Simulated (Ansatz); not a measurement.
`CO[SiH](F)O[SiH2]F` + `O[Si]1(F)CO1` → `CO[Si]1(F)CO1` + `O[SiH](F)O[SiH2]F`  (substitution at a C–O bond)

Computed with Ansatz on PBE0-D4/def2-TZVP structures; ΔE is electronic, products minus reactants. CCSD(T)/CBS adds triple-zeta CCSD(T) − MP2 to the extrapolated MP2 energy (def2 sets, frozen cores). One conformer a species, not always the lowest.

| level | ΔE (eV) |
| --- | --- |
| HF/CBS(def2) | 0.00 |
| CCSD/CBS(def2) | 0.02 |

(1) What does CCSD(T)/CBS give? (Best estimate.)

Largest T1 diagnostic among the species: 0.013.

Results:

(1) Computed: +0.03 eV. The listed levels differ from it by -0.03, -0.01 eV.
